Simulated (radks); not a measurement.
Values are calculated unless marked as measured or tabulated.
Ionisation of neutral titanium, [Ar] 3d2 4s2, to Ti+, [Ar] 3d2 4s1, under several functionals. Non-relativistic Kohn-Sham, spin-polarised, spherical densities, point nucleus; open shells are filled with parallel spins first; a radial shooting solver on a logarithmic mesh with Libxc functionals.

| functional | E(Ti) (hartree) | Exc (hartree) | IE (eV) | -e(HOMO) (eV) | <r> HOMO (bohr) | IE error (eV) |
|---|---|---|---|---|---|---|
| AM05 | -847.44351 | -39.99927 | 6.566 | 4.073 | 3.655 | -0.262 |
| PBEsol | -848.15644 | -40.72735 | 6.606 | 4.137 | 3.630 | -0.222 |
| PBE | -849.10904 | -41.70385 | 6.657 | 4.142 | 3.631 | -0.171 |
| exchange-only LDA | -845.53068 | -38.03644 | 5.572 | 3.274 | 3.767 | -1.256 |
| r2SCAN | -849.27632 | -41.88225 | 6.382 | 4.211 | 3.736 | -0.446 |
| TPSS | -849.35430 | -41.95349 | 6.543 | 4.130 | 3.651 | -0.286 |
| OLYP | -849.45792 | -42.09651 | 6.587 | 3.891 | 3.713 | -0.242 |
| exchange-only PBE | -848.23084 | -40.79696 | 5.921 | 3.437 | 3.769 | -0.907 |
| SOGGA | -848.00353 | -40.57250 | 6.474 | 4.045 | 3.644 | -0.354 |
| revTPSS | -849.07274 | -41.65732 | 6.563 | 4.190 | 3.656 | -0.265 |
| exchange-only r2SCAN | -848.37824 | -40.96319 | 5.435 | 3.505 | 3.894 | -1.393 |

NIST Atomic Spectra Database: 6.828 eV (measured). Closest: PBE. The Delta-SCF values span 1.22 eV, the total energies 3.93 hartree. The highest occupied level is 4s. Open shells are spherical and high-spin; term and fine-structure splittings are not resolved.
